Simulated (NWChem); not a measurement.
System: C₃H₄F₂O; SMILES O(C)C=C(F)F

Here is an NWChem input.

```
start job
memory heap 200 mb stack 900 mb global 1100 mb
geometry units angstroms
  C     -2.710580    -0.232767     0.271474
  O     -1.400824    -0.522043    -0.167264
  C     -0.435268     0.288826     0.328272
  C      0.842156     0.173570    -0.005376
  F      1.373905    -0.709261    -0.843184
  F      1.786445     0.974850     0.494159
  H     -3.353722    -0.974091    -0.197735
  H     -3.021926     0.769001    -0.040370
  H     -2.792958    -0.315348     1.359606
  H     -0.713233     1.064705     1.029670
end
basis spherical
  * library def2-svp
end
dft
  xc xpbe96 cpbe96
  disp vdw 4
  iterations 150
end
driver
  maxiter 120
end
task dft optimize
task dft freq
```

NWChem printed, in part:

```
             Northwest Computational Chemistry Package (NWChem) 7.3.0
             --------------------------------------------------------

 C1  symmetry detected

                             Geometry "geometry" -> ""
                             -------------------------

 Output coordinates in angstroms (scale by  1.889725989 to convert to a.u.)

  No.       Tag          Charge          X              Y              Z
 ---- ---------------- ---------- -------------- -------------- --------------
    1 C                    6.0000     0.18832203    -2.59137312     0.01216379
    2 O                    8.0000    -0.42062282    -1.31855384    -0.01521636
    3 C                    6.0000     0.43681674    -0.26969563    -0.00768561
    4 C                    6.0000     0.03040029     0.99172607    -0.00007188
    5 F                    9.0000    -1.22396797     1.42831616     0.00430765
    6 F                    9.0000     0.88487738     2.01794916     0.00120576
    7 H                    1.0000    -0.62538043    -3.31283583    -0.01485189
    8 H                    1.0000     0.77077148    -2.73358431     0.92772413
    9 H                    1.0000     0.83683037    -2.74087735    -0.85658384
   10 H                    1.0000     1.50134211    -0.46460347    -0.01061606

 Effective nuclear repulsion energy (a.u.)     237.9357443738

                                Z-matrix (autoz)
                                --------

 Units are Angstrom for bonds and degrees for angles

      Type          Name      I     J     K     L     M      Value
      ----------- --------  ----- ----- ----- ----- ----- ----------
    1 Stretch                  1     2                       1.41125
    2 Stretch                  1     7                       1.08782
    3 Stretch                  1     8                       1.09440
    4 Stretch                  1     9                       1.09437
    5 Stretch                  2     3                       1.35476
    6 Stretch                  3     4                       1.32530
    7 Stretch                  3    10                       1.08223
    8 Stretch                  4     5                       1.32818
    9 Stretch                  4     6                       1.33539
   10 Bend                     1     2     3               115.15428
   11 Bend                     2     1     7               105.95719
   12 Bend                     2     1     8               111.28894
   13 Bend                     2     1     9               111.31579
   14 Bend                     2     3     4               122.87668
   15 Bend                     2     3    10               118.88877
   16 Bend                     3     4     5               127.04954
   17 Bend                     3     4     6               122.35917
   18 Bend                     4     3    10               118.23434
   19 Bend                     5     4     6               110.59114
   20 Bend                     7     1     8               109.43227
   21 Bend                     7     1     9               109.44760
   22 Bend                     8     1     9               109.32819
   23 Torsion                  1     2     3     4        -178.43613
   24 Torsion                  1     2     3    10           1.73073
   25 Torsion                  2     3     4     5           0.15471
   26 Torsion                  2     3     4     6        -179.68985
   27 Torsion                  3     2     1     7        -179.07563
   28 Torsion                  3     2     1     8          62.05687
   29 Torsion                  3     2     1     9         -60.17515
   30 Torsion                  5     4     3    10         179.98888
   31 Torsion                  6     4     3    10           0.14432

  pbe96 is a nonlocal functional; adding pw91lda local functional.

                           NWChem Geometry Optimization
                           ----------------------------

 maximum gradient threshold         (gmax) =   0.000450
 rms gradient threshold             (grms) =   0.000300
 maximum cartesian step threshold   (xmax) =   0.001800
 rms cartesian step threshold       (xrms) =   0.001200
 fixed trust radius                (trust) =   0.300000
 source of zmatrix                         =   autoz

          -------------------
          Energy Minimization
          -------------------

 Using diagonal initial Hessian
 Scaling for Hessian diagonals: bonds = 1.00  angles = 0.25  torsions = 0.10

          --------
          Step   0

                                 NWChem DFT Module
                                 -----------------

 Summary of "ao basis" -> "ao basis" (spherical)
 ------------------------------------------------------------------------------
       Tag                 Description            Shells   Functions and Types
 ---------------- ------------------------------  ------  ---------------------
 C                          def2-svp                 6       14   3s2p1d
 O                          def2-svp                 6       14   3s2p1d
 F                          def2-svp                 6       14   3s2p1d
 H                          def2-svp                 3        5   2s1p

[...]

      ----------------------
      Optimization converged
      ----------------------

  Step       Energy      Delta E   Gmax     Grms     Xrms     Xmax
  ---- ---------------- -------- -------- -------- -------- --------
@   19    -390.87354248 -2.0D-07  0.00006  0.00002  0.00048  0.00123
                                     ok       ok       ok       ok

                                Z-matrix (autoz)
                                --------

 Units are Angstrom for bonds and degrees for angles

[...]

 Rotational Constants
 --------------------
 A=   0.295734 cm-1  (  0.425485 K)
 B=   0.065319 cm-1  (  0.093977 K)
 C=   0.055467 cm-1  (  0.079803 K)

 Temperature                      =   298.15K
 frequency scaling parameter      =   1.0000

 Zero-Point correction to Energy  =   42.337 kcal/mol  (  0.067469 au)
 Thermal correction to Energy     =   46.407 kcal/mol  (  0.073954 au)
 Thermal correction to Enthalpy   =   46.999 kcal/mol  (  0.074898 au)

 Total Entropy                    =   80.482 cal/mol-K
   - Translational                =   39.517 cal/mol-K (mol. weight =  94.0230)
   - Rotational                   =   26.800 cal/mol-K (symmetry #  =        1)
   - Vibrational                  =   14.165 cal/mol-K

 Cv (constant volume heat capacity) =   21.199 cal/mol-K
   - Translational                  =    2.979 cal/mol-K
   - Rotational                     =    2.979 cal/mol-K
   - Vibrational                    =   15.240 cal/mol-K

[normal modes left out]

 ----------------------------------------------------------------------------
 Normal Eigenvalue ||           Projected Infra Red Intensities
  Mode   [cm**-1]  || [atomic units] [(debye/angs)**2] [(KM/mol)] [arbitrary]
 ------ ---------- || -------------- ----------------- ---------- -----------
    1        0.000 ||    0.000097           0.002         0.094       0.028
    2        0.000 ||    0.000226           0.005         0.221       0.065
    3        0.000 ||    0.001343           0.031         1.310       0.389
    4        0.000 ||    0.000169           0.004         0.164       0.049
    5        0.000 ||    0.000430           0.010         0.419       0.124
    6        0.000 ||    0.000313           0.007         0.305       0.090
    7       63.085 ||    0.004056           0.094         3.954       1.173
    8      167.669 ||    0.000165           0.004         0.161       0.048
    9      170.526 ||    0.001114           0.026         1.086       0.322
   10      283.276 ||    0.005877           0.136         5.729       1.700
   11      395.343 ||    0.003543           0.082         3.454       1.025
   12      482.499 ||    0.003738           0.086         3.644       1.081
   13      534.480 ||    0.000957           0.022         0.933       0.277
   14      601.236 ||    0.002437           0.056         2.376       0.705
   15      766.504 ||    0.030338           0.700        29.575       8.776
   16      928.127 ||    0.055463           1.280        54.068      16.044
   17     1019.949 ||    0.021707           0.501        21.161       6.279
   18     1132.238 ||    0.007076           0.163         6.898       2.047
   19     1144.695 ||    0.040529           0.935        39.510      11.724
   20     1223.856 ||    0.038056           0.878        37.099      11.008
   21     1259.142 ||    0.419943           9.688       409.381     121.477
   22     1342.724 ||    0.147791           3.410       144.074      42.751
   23     1406.591 ||    0.011952           0.276        11.651       3.457
   24     1418.794 ||    0.007946           0.183         7.746       2.299
   25     1429.729 ||    0.013512           0.312        13.172       3.909
   26     1784.215 ||    0.064993           1.499        63.358      18.800
   27     2917.541 ||    0.073122           1.687        71.283      21.152
   28     2988.610 ||    0.048412           1.117        47.195      14.004
   29     3082.617 ||    0.016048           0.370        15.644       4.642
   30     3086.139 ||    0.015743           0.363        15.347       4.554
 ----------------------------------------------------------------------------
```

Level: PBE-D3(BJ)/def2-SVP.
